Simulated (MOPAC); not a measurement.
Input file for MOPAC: PM7 on H4N2Sn (SMILES [NH2][Sn][NH2]), a point of a torsion scan.

```
PM7 1SCF PRECISE CHARGE=0 THREADS=1
H4N2Sn

N      1.65941932 1    -0.02479489 1    -0.03068110 1
Sn     0.05099223 1    -0.09801243 1     1.25109749 1
N      0.41539767 1     1.74096660 1     2.06002007 1
H      2.04685317 1     0.81885936 1    -0.42727329 1
H      1.87719228 1    -0.77702787 1    -0.66977988 1
H      1.16247759 1     2.36641610 1     1.79647605 1
H     -0.13611228 1     2.20326993 1     2.76761462 1
```

Program output:

```
*******************************************************************************
 **                                                                           **
 **                              MOPAC v23.2.5                                **
 **                                                                           **
 *******************************************************************************
 ** MOPAC's Digital Object Identifier: https://doi.org/10.5281/zenodo.6511958 **
 **                                                                           **
 ** Please cite the open-source release paper for use of this MOPAC version:  **
 ** J. E. Moussa and J. J. P. Stewart (2026)                                  **
 ** MOPAC: An open-source semiempirical molecular orbital program             **
 ** J. Open Source Softw., 11(119), 8025, https://doi.org/10.21105/joss.08025 **
 *******************************************************************************

                              PM7 CALCULATION RESULTS

 *******************************************************************************
 *  PM7        - The PM7 Hamiltonian to be used
 *
 *
 *
 *                 CHARGE ON SYSTEM = 0
 *
 *
 *
 *  PRECISE    - TIGHTER CRITERIA TO BE USED
 *  1SCF       - DO 1 SCF AND THEN STOP
 *  THREADS=1  - MULTI-THREADING NOT USED
 *  T=         - A TIME OF 172800.0 SECONDS REQUESTED
 *  DUMP=N     - RESTART FILE WRITTEN EVERY 7200.0 SECONDS REQUESTED
 *******************************************************************************
PM7 1SCF PRECISE CHARGE=0 THREADS=1
 H4N2Sn

   ATOM   CHEMICAL          X               Y               Z
  NUMBER   SYMBOL      (ANGSTROMS)     (ANGSTROMS)     (ANGSTROMS)

     1       N          1.65941932  *  -0.02479489  *  -0.03068110  *
     2      Sn          0.05099223  *  -0.09801243  *   1.25109749  *
     3       N          0.41539767  *   1.74096660  *   2.06002007  *
     4       H          2.04685317  *   0.81885936  *  -0.42727329  *
     5       H          1.87719228  *  -0.77702787  *  -0.66977988  *
     6       H          1.16247759  *   2.36641610  *   1.79647605  *
     7       H         -0.13611228  *   2.20326993  *   2.76761462  *



          CARTESIAN COORDINATES

    NO.       ATOM           X           Y           Z

     1         N          1.6594     -0.0248     -0.0307
     2        Sn          0.0510     -0.0980      1.2511
     3         N          0.4154      1.7410      2.0600
     4         H          2.0469      0.8189     -0.4273
     5         H          1.8772     -0.7770     -0.6698
     6         H          1.1625      2.3664      1.7965
     7         H         -0.1361      2.2033      2.7676

 General Reference for PM7:
 "Optimization of Parameters for Semiempirical Methods VI: More Modifications to the
 NDDO Approximations and Re-optimization of Parameters", J. J. P. Stewart, J. Mol. Mod., 1:32, 19 (2013)
 https://link.springer.com/article/10.1007/s00894-012-1667-x

           Empirical Formula: H4 N2 Sn  =     7 atoms



      MOLECULAR POINT GROUP   :   C1


      RHF CALCULATION, NO. OF DOUBLY OCCUPIED LEVELS = 9


 -------------------------------------------------------------------------------
 PM7 1SCF PRECISE CHARGE=0 THREADS=1
 H4N2Sn



     1SCF WAS SPECIFIED, SO BFGS WAS NOT USED
     SCF FIELD WAS ACHIEVED


                              PM7 CALCULATION
                                                       MOPAC v23.2.5 Linux




          FINAL HEAT OF FORMATION =         28.44156 KCAL/MOL =     118.99951 KJ/MOL


          COSMO AREA              =        109.71 SQUARE ANGSTROMS
          COSMO VOLUME            =         98.30 CUBIC ANGSTROMS

          IONIZATION POTENTIAL    =          8.817373 EV
          HOMO LUMO ENERGIES (EV) =         -8.817  1.658
          NO. OF FILLED LEVELS    =          9
          MOLECULAR WEIGHT        =        150.7350         POINT GROUP:  C1

          MOLECULAR DIMENSIONS (Angstroms)

            Atom       Atom       Distance
            H     7    H     5     4.97506
           Sn     2    H     6     2.37422
            H     4    N     3     0.41282


          SCF CALCULATIONS        =          1





   ATOM   CHEMICAL          X               Y               Z
  NUMBER   SYMBOL      (ANGSTROMS)     (ANGSTROMS)     (ANGSTROMS)

     1       N          1.65941932  *  -0.02479489  *  -0.03068110  *
     2      Sn          0.05099223  *  -0.09801243  *   1.25109749  *
     3       N          0.41539767  *   1.74096660  *   2.06002007  *
     4       H          2.04685317  *   0.81885936  *  -0.42727329  *
     5       H          1.87719228  *  -0.77702787  *  -0.66977988  *
     6       H          1.16247759  *   2.36641610  *   1.79647605  *
     7       H         -0.13611228  *   2.20326993  *   2.76761462  *

                             CARTESIAN COORDINATES

   1    N        1.659419320    -0.024794890    -0.030681100
   2   Sn        0.050992230    -0.098012430     1.251097490
   3    N        0.415397670     1.740966600     2.060020070
   4    H        2.046853170     0.818859360    -0.427273290
   5    H        1.877192280    -0.777027870    -0.669779880
   6    H        1.162477590     2.366416100     1.796476050
   7    H       -0.136112280     2.203269930     2.767614620


           Empirical Formula: H4 N2 Sn  =     7 atoms



      MOLECULAR POINT GROUP   :   C1


                  EIGENVALUES
 -34.18788 -33.67689 -15.83462 -15.44615 -14.35857 -13.12030  -9.83623  -9.42953
  -8.81737   1.65841   2.79896   2.85490   6.58396   6.77414   7.50117   7.56597


              NET ATOMIC CHARGES AND DIPOLE CONTRIBUTIONS

  ATOM NO.   TYPE          CHARGE      No. of ELECS.   s-Pop       p-Pop
    1          N          -0.988111        5.9881     1.61356     4.37455
    2         Sn           0.899121        3.1009     1.62030     1.48058
    3          N          -0.999644        5.9996     1.59756     4.40208
    4          H           0.269237        0.7308     0.73076
    5          H           0.268747        0.7313     0.73125
    6          H           0.273924        0.7261     0.72608
    7          H           0.276726        0.7233     0.72327
 DIPOLE           X         Y         Z       TOTAL
 POINT-CHG.    -3.231    -2.567     0.283     4.136
 HYBRID         3.874     4.170    -1.199     5.817
 SUM            0.643     1.603    -0.916     1.955


          ATOMIC ORBITAL ELECTRON POPULATIONS

     Atom    s        px        py        pz
    1  N   1.61356   1.63245   1.22542   1.51669
    2 Sn   1.62030   0.55103   0.58087   0.34867
    3  N   1.59756   1.43756   1.40423   1.56029
    4  H   0.73076
    5  H   0.73125
    6  H   0.72608
    7  H   0.72327

 **********************
 *                    *
 * JOB ENDED NORMALLY *
 *                    *
 **********************




 == MOPAC DONE ==
```

The run finished.

Cost: roughly 0.020 core-seconds.
